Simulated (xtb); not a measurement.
C$_{4}$H$_{5}$ (SMILES [CH-]=CC=C), charge -1, singlet, at a GFN2-xTB geometry. Base run: GFN2-xTB (xtb).

Geometry (Å):
```xyz
9

C      0.6814     1.8729     0.0165
C      0.6260     0.5090     0.0036
C     -0.5272    -0.3429    -0.0022
C     -0.5467    -1.6866    -0.0149
H     -0.3902     2.2823     0.0224
H      1.5814    -0.0394    -0.0035
H     -1.4913     0.1726     0.0045
H      0.3664    -2.2676    -0.0222
H     -1.4672    -2.2621    -0.0186
```
Charge -1, spin multiplicity 1.
All else is at xtb's defaults.
Base energy -11.13951 Eh.

The base run was repeated with changes; each row names its change, and settings that it needs were set with it.

| change | ΔE vs base (kcal/mol) | HOMO-LUMO gap (eV) | G_solv (kcal/mol) | SCF cycles |
|---|---|---|---|---|
| base | 0.000 | 1.78 | - | 13 |
| etemp = 3000 | -0.70 | 1.85 | - | 12 |
| alpb = benzene | -47.18 | 1.85 | -47.38 | 12 |
| alpb = acetonitrile | -52.82 | 1.89 | -53.27 | 12 |
| gbsa = thf | -51.54 | 1.94 | -52.58 | 12 |
| alpb = ch2cl2 | -51.67 | 1.88 | -52.04 | 12 |

ALPB and GBSA are two models with their own fitted parameters for each solvent, which aren't always the measured dielectric constant.
